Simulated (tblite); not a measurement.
Species: C8H7OP.
InChI=1S/C8H7OP/c9-10-6-5-7-3-1-2-4-8(7)10/h1-6,10H

All values are computed: GFN2-xTB (tblite) harmonic vibrations without scaling, gas phase. Errors from tens to a few hundred cm⁻¹ against measured bands are possible. Modes of hydrogen on phosphorus can be 10 to 20 % off.

Harmonic wavenumbers (cm⁻¹): 92.9, 139.8, 230.0, 236.1, 346.7, 389.9, 419.5, 490.2, 497.0, 506.0, 605.5, 650.3, 692.5, 751.6, 760.9, 789.3, 803.9, 853.4, 881.8, 896.1, 914.4, 930.2, 942.7, 1034.8, 1071.8, 1076.9, 1156.3, 1176.3, 1203.7, 1239.4, 1274.0, 1295.6, 1345.3, 1428.4, 1439.2, 1567.2, 1585.9, 1601.0, 2251.6, 3076.6, 3078.6, 3079.6, 3087.4, 3096.8, 3106.5.

A = 2431, B = 1004, C = 735.5 MHz; mass 150.023 u (most abundant isotopes); point group C1, symmetry number 1.

Q: What is the zero-point energy?

A: Half the sum of the wavenumbers: 27047 cm⁻¹ = 77.33 kcal/mol.

Q: Entropy at 298.15 K, 1 bar (ideal gas, RRHO, classical rotation)?

A: Translation 40.95, rotation 29.57, vibration 18.58: S = 89.1 cal/(mol K).

Q: And Cp and H(298.15 K) − H(0)?

A: Cp = 34.79 cal/(mol K), of which vibrations give 26.84 (their classical limit is 45 R = 89.4); H(298.15 K) − H(0) = 5.74 kcal/mol without the zero-point energy, 3.37 from vibrations.

Q: Blend soft modes into free rotors: weight 1/[1 + (100 cm⁻¹/ν̃)⁴] for the oscillator and the rest for a rotor with moment μB/(μ + B), μ = h/(8π²ν), B = 10⁻⁴⁴ kg m². What vibrational entropy results?

A: 18.16 cal/(mol K) in place of 18.58, which changes −T·S at 298.15 K by +0.13 kcal/mol.

Q: What must be added to the electronic energy to get the Gibbs energy at 298.15 K and 1 bar?

A: ZPE + [H(298.15 K) − H(0)] − T·S = 77.33 + 5.74 − 26.57 = 56.50 kcal/mol.

Hindered rotation and anharmonicity are outside this model. The structure is chiral; the term R ln 2 for an equal mix with its mirror image is left out.

On one thread, Arm Neoverse V1 (aarch64), no GPU, shared host with 32 logical CPUs at a one-minute load of 10, this took 0.69 s of wall time. The figure is for the frequency step alone.
